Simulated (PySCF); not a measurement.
**Correlation energy of Ne+ (neon, charge +1)**

[He] 2s2 2p5, 2P determinant. All numbers are calculated (PySCF 2.14, scalar relativity by spin-free X2C-1e, in cc-pVTZ-DK). Frozen: 1s2; 7 electrons correlated.

MP2 pair energies summed by pair of shells (mhartree):

| pair | energy | share (%) |
| --- | --- | --- |
| 2p-2p | -122.11 | 62.0 |
| 2s-2p | -65.19 | 33.1 |
| 2s-2s | -9.72 | 4.9 |

Total MP2 correlation energy: -197.02 mhartree.

Same-spin part -47.65 and opposite-spin part -149.37 mhartree; SCS-MP2 scales them by 1/3 and 6/5 to -195.13 mhartree.

```json
{"level": "CCSD", "correlation energy (mhartree)": "-208.52"}
{"level": "(T)", "correlation energy (mhartree)": "-2.51"}
{"level": "CCSD(T)", "correlation energy (mhartree)": "-211.03"}
```

Diagnostics: T1 = 0.0037, D1 = 0.0059, largest double amplitude 0.029.

Cost of the coupled-cluster step: 0.41 s of wall time on 1 thread of Neoverse-V1 (shared host), for 7 correlated electrons.

Iterations:

```
CC2 = 0
CCSD nocc = (np.int64(4), np.int64(3)), nmo = (29, 29)
frozen orbitals [[0], [0]]
max_cycle = 100
direct = 0
conv_tol = 1e-08
conv_tol_normt = 1e-06
diis_space = 8
diis_start_cycle = 0
Init t2, MP2 energy = -0.1970223043991
Init E_corr(UCCSD) = -0.197022304402287
cycle = 1  E_corr(UCCSD) = -0.206134940185139  dE = -0.00911263578  norm(t1,t2) = 0.0180869
cycle = 2  E_corr(UCCSD) = -0.207963037635062  dE = -0.00182809745  norm(t1,t2) = 0.00484532
cycle = 3  E_corr(UCCSD) = -0.208535264802069  dE = -0.000572227167  norm(t1,t2) = 0.00196084
cycle = 4  E_corr(UCCSD) = -0.20852185830982  dE = 1.34064922e-05  norm(t1,t2) = 0.000471569
cycle = 5  E_corr(UCCSD) = -0.208515418751674  dE = 6.43955815e-06  norm(t1,t2) = 0.00012625
cycle = 6  E_corr(UCCSD) = -0.20851778476589  dE = -2.36601422e-06  norm(t1,t2) = 1.78637e-05
cycle = 7  E_corr(UCCSD) = -0.208517607844066  dE = 1.76921824e-07  norm(t1,t2) = 2.86387e-06
cycle = 8  E_corr(UCCSD) = -0.208517568504671  dE = 3.93393955e-08  norm(t1,t2) = 4.717e-07
cycle = 9  E_corr(UCCSD) = -0.208517584562146  dE = -1.60574753e-08  norm(t1,t2) = 1.02131e-07
cycle = 10  E_corr(UCCSD) = -0.208517584157616  dE = 4.0452991e-10  norm(t1,t2) = 1.53754e-08
UCCSD converged
E(UCCSD) = -128.155045234396  E_corr = -0.2085175841576161
UCCSD(T) correction = -0.00250920493230168
```
